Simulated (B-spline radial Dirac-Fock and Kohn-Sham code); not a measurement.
Electron momentum distribution of Fe²⁺: Compton profiles

System: iron as Fe²⁺ in the configuration [Ar] 3d6.

These are calculated numbers from a radial atomic solver; the model is the impulse approximation on relativistic Hartree-Fock (Dirac-Fock) wave functions, averaged over the configuration. pz is in atomic units of momentum; subshell profiles are per electron, for a selection of subshells; open shells are spread over both j values by their weights.

```
 pz    J total   J 3p1/2   J 3p3/2   J 3d5/2
  0      3.912     0.220     0.222     0.196
0.2      3.896     0.220     0.222     0.196
0.3      3.875     0.220     0.222     0.196
0.4      3.846     0.219     0.221     0.196
0.5      3.806     0.218     0.221     0.195
0.6      3.755     0.217     0.219     0.195
0.8      3.617     0.211     0.213     0.192
  1      3.427     0.202     0.203     0.185
1.2      3.190     0.188     0.189     0.174
1.4      2.921     0.171     0.172     0.161
1.6      2.639     0.152     0.152     0.146
1.8      2.359     0.132     0.131     0.130
  2      2.095     0.112     0.111     0.114
2.5      1.545    0.0679    0.0668    0.0802
  3      1.161    0.0378    0.0367    0.0550
  4     0.7381    0.0106    0.0102    0.0253
  5     0.5321   0.00457   0.00454    0.0118
  7     0.3139   0.00390   0.00393   0.00272
 10     0.1524   0.00230   0.00227  0.000379
 15    0.05579  0.000537  0.000514  2.54e-05
 20    0.02503  0.000128  0.000120  2.91e-06
 30   0.006589  1.16e-05  1.03e-05    < 1e-6
 40   0.002102  1.74e-06  1.48e-06    < 1e-6
 60  0.0003264    < 1e-6    < 1e-6    < 1e-6
100  2.448e-05    < 1e-6    < 1e-6    < 1e-6
```

J(0) = 3.912. The 3p3/2 subshell gives the largest part, 23 %.

Mean momentum ⟨p⟩ by subshell (a.u.): 1s1/2 22.1, 2s1/2 7.31, 2p1/2 9.85, 2p3/2 9.72, 3s1/2 2.93, 3p1/2 3.40, 3p3/2 3.36, 3d3/2 3.35, 3d5/2 3.34.
